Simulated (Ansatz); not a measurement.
Geometry optimisation, UKS B3LYP-D4/def2-SVP (Ansatz 0.2.0).

Input file:

```yaml
crystal:
  periodic: [false, false, false]
  atoms:
    - { symbol: Si, position_ang: [0.000542, 0.0, -0.28019] }
    - { symbol: H, position_ang: [0.002217, 0.0, 2.384116] }
    - { symbol: Cl, position_ang: [1.95583, 0.0, -0.985409] }
    - { symbol: Cl, position_ang: [-0.977151, 1.693286, -0.98539] }
    - { symbol: Cl, position_ang: [-0.977151, -1.693286, -0.98539] }
    - { symbol: H, position_ang: [-0.002087, 0.0, 3.104364] }
magnetization:
  spin_polarized: true
  initial_magnetization: 1
basis:
  gaussian: { orbitals: def2-SVP }
hamiltonian:
  xc: b3lyp
  dispersion: d4
relax:
  f_tol: 0.03
  max_steps: 50
output:
  orbitals: {}
```

Command:

```bash
$ ansatz run input.yaml --threads 2 --pin off --max-ram 3072MiB --backend cpu --events-out ev --progress --plain --runs-dir out
```

Task: Where does it end, and by what steps?

Result: The run converged. After 3 steps the energy has fallen by 0.062 eV; H6 moved furthest, 0.34 Å.

```
step  energy less start (eV)  largest force component (eV/Å)  accepted
   0                  0.0000                           1.793       yes
   1                 -0.0564                           0.083       yes
   2                 -0.0608                           0.066       yes
   3                 -0.0616                           0.003       yes
```

```xyz
6
Properties=species:S:1:pos:R:3
Si 0.001 0.000 -0.445
H 0.001 0.000 2.685
Cl 1.953 0.000 -1.145
Cl -0.975 1.691 -1.145
Cl -0.975 -1.691 -1.145
H -0.001 0.000 3.447
```

The run took 13 s on 2 threads of Intel(R) Xeon(R) Platinum 8259CL CPU @ 2.50GHz (Skylake/Cascade Lake), with other jobs on the host, peak memory 0.27 GiB.
